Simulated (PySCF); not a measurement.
Atomic charges by several schemes

Compound: (H2Al-mu-F)3.
Cartesian coordinates in Å at the PBE0-D3(BJ)/def2-SVP level; atoms count from 1:
```
atom  x, y, z in Å
Al1    2.010    0.011    0.313
H2     2.920    0.449   -0.898
H3     2.447   -0.420    1.765
F4     0.688    1.257    0.486
Al5   -1.091    1.652    0.382
H6    -1.280    2.678   -0.799
H7    -1.644    1.730    1.857
F8    -1.486   -0.010   -0.261
Al9   -0.892   -1.682   -0.686
H10   -1.005   -1.840   -2.250
H11   -1.390   -2.662    0.445
F12    0.838   -1.245   -0.304
```

Density: PBE0/pcSseg-1 (pcSseg-2 on Al) (PySCF); schemes: Mulliken, IAO, Hirshfeld and ESP-fitted. The structure is a single PBE0-D3(BJ)/def2-SVP conformer in the gas phase; no vibrational or solvent corrections.

Problem. Tabulate the Mulliken, IAO, Hirshfeld and ESP-fitted charges.

Solution. In e:

```csv
atom,environment,Mulliken,IAO,Hirshfeld,ESP-fitted
Al1,aluminium bonded to 2 F and 2 H,+0.941,+0.936,+0.493,+0.833
H2,hydrogen on Al1,-0.213,-0.219,-0.168,-0.265
H3,hydrogen on Al1,-0.213,-0.220,-0.168,-0.266
F4,fluorine bonded to 2 Al,-0.516,-0.497,-0.157,-0.302
Al5,aluminium bonded to 2 F and 2 H,+0.942,+0.936,+0.494,+0.837
H6,hydrogen on Al5,-0.213,-0.219,-0.168,-0.266
H7,hydrogen on Al5,-0.212,-0.220,-0.168,-0.267
F8,fluorine bonded to 2 Al,-0.515,-0.497,-0.157,-0.302
Al9,aluminium bonded to 2 F and 2 H,+0.941,+0.936,+0.493,+0.832
H10,hydrogen on Al9,-0.213,-0.219,-0.168,-0.265
H11,hydrogen on Al9,-0.213,-0.220,-0.168,-0.265
F12,fluorine bonded to 2 Al,-0.515,-0.497,-0.157,-0.303
```

Mean size of the charges over all atoms: Mulliken 0.471 e, IAO 0.468 e, ESP-fitted 0.417 e, Hirshfeld 0.247 e. Each set sums to the total charge, 0, to within 0.001 e. The Hirshfeld scheme divides the density at each point in proportion to the densities of the neutral, spherically averaged free atoms. The Mulliken scheme gives each basis function's population to the atom it is centred on and halves the overlap population of two atoms between them.

Lowest charge. The schemes don't all agree: Mulliken F4 (-0.516); IAO F4, F8 and F12 (-0.497); Hirshfeld H2, H3, H6, H7 and 2 more (-0.168); ESP-fitted F12 (-0.303).

Highest charge. All schemes pick atoms of one kind: Mulliken Al5 (+0.942); IAO Al1, Al5 and Al9 (+0.936); Hirshfeld Al5 (+0.494); ESP-fitted Al5 (+0.837).

Problem. Sum the charges by element.

Solution. 
```
element  atoms  Mulliken     IAO  Hirshfeld  ESP-fitted
     Al      3    +2.824  +2.809     +1.480      +2.501
      H      6    -1.277  -1.318     -1.009      -1.595
      F      3    -1.547  -1.491     -0.471      -0.907
```

Problem. How many electrons does the IAO scheme count on Al5?

Solution. Z − q = 13 − (+0.936) = 12.064.
